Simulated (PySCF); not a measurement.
# Finite-field polarisability of As (arsenic, neutral)

[Ar] 3d10 4s2 4p3, high-spin 4S determinant. All numbers are calculated (PySCF 2.14, a scalar-relativistic core potential, in aug-cc-pwCVDZ-PP with ECP10MDF (6s5p4d1f, 48 functions)). Frozen: 3s2 3p6 3d10. Energy changes in a uniform field (μhartree):

```tsv
axis	F (au)	HF	MP2	CCSD	CCSD(T)
x	0.0026	-99.802	-98.213	-98.225	-98.544
x	0.0052	-399.397	-393.051	-393.103	-394.380
```

Q: Derive α along x at CCSD(T) from the two fields.

A: With ΔE = −αF²/2 − γF⁴/24, α = −(16 ΔE(F) − ΔE(2F))/(6F²) = 29.15 bohr³.

Q: And the mean polarisability at each level?

A: HF 29.52, MP2 29.05, CCSD 29.06, CCSD(T) 29.15 bohr³. Reference: 30 ± 1 bohr³ (recommended; Schwerdtfeger and Nagle, table of static dipole polarizabilities (2023 update)).

A double-zeta set is small for polarisabilities.
